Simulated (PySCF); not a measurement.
# Electronic absorption of C7H11FSi

Compound: C7H11FSi.
Cartesian coordinates in Å at the PBE0-D3(BJ)/def2-SVP level; atoms count from 1:
```
atom  x, y, z in Å
C1     3.6738    0.2708    0.0190
C2     2.4275    0.1720   -0.4587
Si3    0.9385   -0.2538    0.5862
C4    -0.0684   -1.7198   -0.0881
C5    -1.4004   -1.0989   -0.4073
C6    -1.5964    0.2060   -0.1602
C7    -2.8843    0.9066   -0.4439
F8    -3.8286    0.0716   -0.9770
C9    -0.4732    1.0162    0.4393
H10    3.8974    0.1071    1.0797
H11    4.5287    0.5188   -0.6202
H12    2.2713    0.3478   -1.5326
H13    1.4082   -0.4420    1.9947
H14   -0.1658   -2.5442    0.6400
H15    0.3967   -2.1674   -0.9842
H16   -2.2083   -1.6992   -0.8368
H17   -2.7116    1.7422   -1.1489
H18   -3.2866    1.3473    0.4884
H19   -0.7599    1.4441    1.4166
H20   -0.2025    1.8759   -0.1999
```

Method: PySCF 2.14.0, density-fitted response routines, TDDFT B3LYP/def2-SVPD, vertical, gas phase, core orbitals frozen in the response.

```json
{"state": "S1", "E (eV)": "5.33", "λ (nm)": "232.7", "f": "0.0015", "main configurations (H = HOMO, L = LUMO)": "H→L (99%)"}
{"state": "S2", "E (eV)": "6.15", "λ (nm)": "201.5", "f": "0.0005", "main configurations (H = HOMO, L = LUMO)": "H→L+2 (97%)"}
{"state": "S3", "E (eV)": "6.40", "λ (nm)": "193.7", "f": "0.061", "main configurations (H = HOMO, L = LUMO)": "H-2→L (66%), H-1→L (13%), H-4→L (9%)"}
{"state": "S4", "E (eV)": "6.48", "λ (nm)": "191.2", "f": "0.252", "main configurations (H = HOMO, L = LUMO)": "H-1→L (65%), H-3→L (14%), H-2→L (10%)"}
{"state": "S5", "E (eV)": "6.70", "λ (nm)": "185.1", "f": "0.164", "main configurations (H = HOMO, L = LUMO)": "H→L+1 (68%), H-4→L (9%)"}
{"state": "S6", "E (eV)": "6.80", "λ (nm)": "182.4", "f": "0.049", "main configurations (H = HOMO, L = LUMO)": "H-1→L+1 (82%)"}
{"state": "S7", "E (eV)": "6.83", "λ (nm)": "181.4", "f": "0.0065", "main configurations (H = HOMO, L = LUMO)": "H→L+3 (86%)"}
{"state": "S8", "E (eV)": "6.93", "λ (nm)": "178.8", "f": "0.011", "main configurations (H = HOMO, L = LUMO)": "H→L+4 (84%)"}
{"state": "S9", "E (eV)": "7.01", "λ (nm)": "176.9", "f": "0.012", "main configurations (H = HOMO, L = LUMO)": "H-4→L (64%), H-2→L (13%)"}
{"state": "S10", "E (eV)": "7.06", "λ (nm)": "175.6", "f": "0.0039", "main configurations (H = HOMO, L = LUMO)": "H→L+6 (84%)"}
```

Triplets, Tamm–Dancoff:

```json
{"state": "T1", "E (eV)": "4.25", "λ (nm)": "291.9", "main configurations (H = HOMO, L = LUMO)": "H-1→L (81%), H-3→L (14%)"}
{"state": "T2", "E (eV)": "4.29", "λ (nm)": "288.9", "main configurations (H = HOMO, L = LUMO)": "H→L+1 (86%)"}
{"state": "T3", "E (eV)": "5.33", "λ (nm)": "232.7", "main configurations (H = HOMO, L = LUMO)": "H→L (91%)"}
{"state": "T4", "E (eV)": "5.93", "λ (nm)": "209.1", "main configurations (H = HOMO, L = LUMO)": "H-2→L (74%), H-4→L (19%)"}
```

The lowest singlet lies at 5.33 eV (233 nm, ultraviolet) and is very weak; its leading configuration is HOMO→LUMO (99%). The most intense listed level is S4 at 6.48 eV (191 nm, f = 0.252), 1.16 eV above S1. Löwdin shares by element: HOMO carbon 77% or more (atoms not listed hold the other 23%); LUMO carbon 68% or more, silicon 8%, hydrogen 5% or more (atoms not listed hold the other 19%). Orbital energies (eV): HOMO-3 -8.65, HOMO-2 -8.38, HOMO-1 -7.54, HOMO -6.77, LUMO -0.75, LUMO+1 0.14, LUMO+2 0.32. The listed states span 1.73 eV, and the widest gap between neighbours is 0.82 eV (S1 to S2). Of the 10 states listed, 6 reach f = 0.01 and none stays under 0.0005. All these states lie below the vertical ionisation energy of 8.84 eV (ΔSCF). Singlets were solved by full linear response, triplets in the Tamm–Dancoff approximation.

One conformer stands for the species.
